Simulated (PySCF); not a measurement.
A calculated (MN15, PySCF 2.14, cc-pVTZ, the non-relativistic Hamiltonian (point nucleus)) atom or ion has these occupied shells.

```
shell  electrons  orbital energy (eV)  rms radius, mean of both spins (bohr)
 1s α          1              -336.11                                  0.314
 1s β          1              -335.75                                  0.314
 2s α          1              -59.929                                   1.38
```

Question: Name the element and its charge.

Answer: C³⁺ (carbon, charge +3), in [He] 2s1, 2S determinant.
